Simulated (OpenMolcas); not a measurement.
# What dynamic correlation does to the levels of Ga I

```json
{
  "Program": "OpenMolcas 26.06",
  "Basis": "ANO-RCC-VQZP [7s6p4d2f1g]",
  "Scalar Hamiltonian": "DKH2, point nucleus",
  "Active space": "1 electron in 9 orbitals (RAS2 4p; RAS3 4d 5s, at most 1 electron)",
  "State averaging": "2S+1 = 2 odd, 3 roots; 2S+1 = 2 even, 1 root",
  "Spin-orbit coupling": "RASSI with atomic mean-field integrals over the reference wave functions, term energies averaged over their components"
}
```

Methods on the same reference wave functions:
A. RASSCF
B. SS-RASPT2, IPEA 0.25 Eh, imaginary shift 0.1 Eh (closed shells correlated: 3d 4s)
C. XMS-RASPT2, IPEA 0.25 Eh, imaginary shift 0.1 Eh (closed shells correlated: 3d 4s)

Energies in cm⁻¹ above 4s² 4p ²P°_1/2, the measured ground level; measured values from NIST Handbook of Basic Atomic Spectroscopic Data.

```
         Level      A      B      C  Measured
4s² 4p ²P°_1/2    0.0    0.0    0.0       0.0
4s² 4p ²P°_3/2    704    704    704       826
 4s² 5s ²S_1/2  29475  29500  30210     24789
```

Deviations, from unrounded energies. A percentage is the sum of absolute deviations over the sum of measured energies, with the sign that they share, or ± where signs differ.

| Against measurement | Levels | A | B | C |
| --- | --- | --- | --- | --- |
| mean absolute deviation (cm-1) | 2 | 2400 | 2400 | 2800 |
| fine structure of the ground term (%) | 1 | -14.8 | -14.8 | -14.8 |
| other configurations (%) | 1 | +18.9 | +19.0 | +21.9 |

A, B lie about equally close to measurement and C furthest from it. The largest miss of A in the table is 4s² 5s ²S_1/2, by +4700 cm-1. The ranking rests on the paired levels alone, and a cruder setting can come out closer through cancelling errors.

Between B and C the level of the table that moves most is 4s² 5s ²S_1/2, by 710 cm-1 (lowest in B, highest in C). Moves below CASPT2's spread within the term are not significant.

The lowest spin-free term lies below A's lowest term by 0.492 hartree in B, 0.495 hartree in C.

Term energies are means over components that CASPT2 splits; among the terms shown or strongly mixed into the levels shown the widest spread is 150 cm-1 (4s² 4p ²P°, C). ANO sets are built for valence states and can reach diffuse excited orbitals poorly, and with the s shell closed the s pⁿ⁺¹ terms that mix with these levels are absent. No level of 4s² 4d was computed, though it lies in the active space. With one active electron the reference holds no correlation, so core polarisation is missing (holds for A). With one active electron, CASPT2 adds the correlation within the correlated inactive shells and between them and that electron, and leaves the splitting within a term as the reference gives it (holds for B; C). Measured partners are found by configuration, term and J. A level has none where our copy of the source lacks it or the pairing is in doubt (some pairs that miss far off the trend of their configuration count as doubtful), and it then counts in no deviation. Levels of configurations outside the active space are missing.

° marks odd parity.
